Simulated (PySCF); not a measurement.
# NaBr at PBE0

Computed with PBE0; Na cc-pVTZ, Br cc-pVTZ-PP with ECP10; scalar-relativistic core potentials (PySCF 2.14).

```
state                                            : ¹Σ⁺ (singlet), closed shell
bond length                                      : 2.517 Å
harmonic wavenumber                              : 294 cm⁻¹
force constant                                   : 0.909 mdyn/Å
rotational constant Be                           : 0.1495 cm⁻¹
anharmonicity ωexe                               : 1.14 cm⁻¹
vibration–rotation constant αe                   : 0.000896 cm⁻¹
well depth De to Na + Br                         : 3.62 eV
dissociation energy D0                           : 3.61 eV
HOMO–LUMO gap                                    : 4.41 eV
bond order (Mayer)                               : 0.96
dipole moment (positive dipole means Na(−)Br(+)) : -8.81 D
```
